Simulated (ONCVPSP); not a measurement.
# Configuration tests for Ce (ONCV)

ONCVPSP 4.0.1 input, shortened (lines: element, Z, core and valence counts, functional; n l f; lmax; l rc ep ncon nbas qcut; lloc lpopt rc5 dvloc0; l nproj debl; icmod fcfact rcfact), LDA (Perdew-Zunger), scalar-relativistic:

```
  Ce 58.00   10    4        3      upf
    1    0    2.00
    2    0    2.00
    2    1    6.00
    3    0    2.00
    3    1    6.00
    3    2   10.00
    4    0    2.00
    4    1    6.00
    4    2   10.00
    4    3    1.00
    5    0    2.00
    5    1    6.00
    5    2    1.00
    6    0    2.00
    2
    0    2.70    0.00    3    7    5.10
    1    2.30    0.00    4    8    6.50
    2    3.35    0.00    4    8    4.20
    4    5    2.10    4.00
    0    2    2.80
    1    2    3.50
    2    2    2.40
    0    0.00    0.00
```

Energies are relative to the spin-unpolarised reference configuration 5s2 5p6 5d1 6s2; without spin polarisation the order of configurations can differ from experiment.

Task: Give the all-electron excitation energy and the error of the potential for: 5s2 5p6 5d1 6s1; 5s2 5p6 5d1 6s0; 5s2 5p6 5d0 6s0; 5s2 5p5 5d1 6s2.

Result:

```csv
valence configuration,charge,ΔE all-electron (eV),error AE − PS (meV)
5s2 5p6 5d1 6s1,+1,6.270,-1.7
5s2 5p6 5d1 6s0,+2,17.617,-6.0
5s2 5p6 5d0 6s0,+3,36.955,-19
5s2 5p5 5d1 6s2,+1,27.974,-54
```

Levels in the configuration 5s2 5p6 5d1 6s1:

| level | all-electron (eV) | pseudo (eV) |
| --- | --- | --- |
| 5s | -46.702 | -46.737 |
| 5p | -29.253 | -29.271 |
| 5d | -8.754 | -8.757 |
| 6s | -8.753 | -8.754 |
